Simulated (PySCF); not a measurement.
**Calculated NMR data**

Theory: GFN2-xTB geometry, shieldings: GIAO PBE0/pcSseg-1, in PySCF (in vacuum, non-relativistic, rapidly exchanging positions averaged, a single conformation).

Referencing at the same level of theory: 1H (σ = 31.72 ppm) and 13C (σ = 186.93 ppm) against TMS. Splittings of carbon signals by F and P are missing where no couplings were computed. Where no couplings were computed, multiplicities follow the n + 1 count of equivalent neighbours, and m marks all less simple cases (inequivalent or close neighbours, rings, F or P nearby). Shifts are as computed. Against solution values, carbons near 30 ppm lie about +3 ppm off and those near 130 ppm about +5 ppm. Of 1211 compounds with measured shifts, 218 miss one by over three times the rms of a fit or turn the order of signals round; such compounds aren't used in these exercises.

**1.** SMILES C1CC(=CC#C)C1, C$_{7}$H$_{8}$. 1H NMR (600 MHz, computed): δ 5.57 (d, 1H), 3.02 (m, 2H), 2.94 (m, 2H), 2.84 (d, 1H), 2.08 (m, 2H). 13C{1H} NMR (computed): δ 169.9 (C), 110.0 (CH), 91.7 (CH), 84.5 (C), 32.2 (CH2), 31.9 (CH2), 16.3 (CH2).

**2.** `CCc1ccc(C)cp1`, C$_{8}$H$_{11}$P. 1H NMR (600 MHz, computed): δ 8.88 (m, 1H), 7.98 (m, 1H), 7.60 (m, 1H), 3.02 (m, 2H), 2.64 (s, 3H), 1.28 (t, 3H). 13C{1H} NMR (computed): δ 186.5, 164.7, 145.2, 138.9, 135.9, 38.1, 27.9, 25.7.
